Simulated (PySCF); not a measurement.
C7H9N.
Cartesian coordinates in Å at the GFN2-xTB level; atoms count from 1:
```
atom  x, y, z in Å
C1     1.8338   -0.0235    0.1101
C2     0.5167    0.1975   -0.6347
C3    -0.2832   -1.1045   -0.8354
C4    -1.3460   -1.1196    0.2761
C5    -1.4221    0.3062    0.7127
C6    -0.4225    1.0318    0.2091
C7    -0.1799    2.3947    0.4365
N8     0.0409    3.5083    0.6066
H9     1.6551   -0.5339    1.0544
H10    2.3150    0.9297    0.3199
H11    2.5105   -0.6269   -0.4907
H12    0.7304    0.6898   -1.5881
H13   -0.7730   -1.0882   -1.8095
H14    0.3634   -1.9792   -0.7975
H15   -2.3106   -1.4918   -0.0718
H16   -1.0425   -1.7458    1.1206
H17   -2.1931    0.6674    1.3718
```

NICS = −σ at a ghost point: NICS(0) at the centroid of the ring atoms, NICS(1) 1 Å to either side along the normal of their mean plane, zz for the tensor component along that normal. Level: GIAO PBE0/pcSseg-1 (PySCF, non-relativistic, gas phase) on the GFN2-xTB geometry, one conformer.

Ring bond lengths (Å), with Mayer bond orders in brackets: C2–C3 1.541 (1.00), C3–C4 1.538 (1.03), C4–C5 1.493 (1.04), C5–C6 1.334 (1.77), C6–C2 1.513 (0.96).

Q: What do the NICS probes read (ppm)?

A: 
```tsv
ring	type	NICS(0)	NICS(1), two faces	NICS(1)zz, two faces	rms pucker (Å)	centre to ring atoms, mean (Å)
C2–C3–C4–C5–C6	5-membered carbocycle; formal bonds 1 double, 4 single	-3.3	-3.5 / -2.9	-3.6 / -2.0	0.09	1.26
```

Q: What can be read from them?

A: 
- C2–C3–C4–C5–C6: mean NICS(1)zz -2.8 ppm, near zero. C2, C3, C4 have four or more neighbours, so the value isn't read as a sign of a π ring current.

Q: At the second NICS(1) probe listed for ring C2–C3–C4–C5–C6, 1 Å off the ring, what do the in-plane components average?

A: The isotropic value is a third of the trace: (3 × -2.9 − (-2.0))/2 = -3.3 ppm.

Q: Give the inner angles of the rings and the Hirshfeld charges of the ring atoms.

A: 
- C2–C3–C4–C5–C6: C2 102.5° (-0.015 e), C3 105.8° (-0.063 e), C4 103.7° (-0.064 e), C5 111.8° (-0.011 e), C6 112.1° (+0.007 e); sum 535.9° against 540° for a flat convex ring.

Hardware: one thread of an Arm Neoverse N1, no GPU, shared host. Cost: 56 s of wall time (with the writing of density and orbital grids), 0.83 GiB resident at most. This is the whole shielding run at PBE0/pcSseg-1, SCF included.
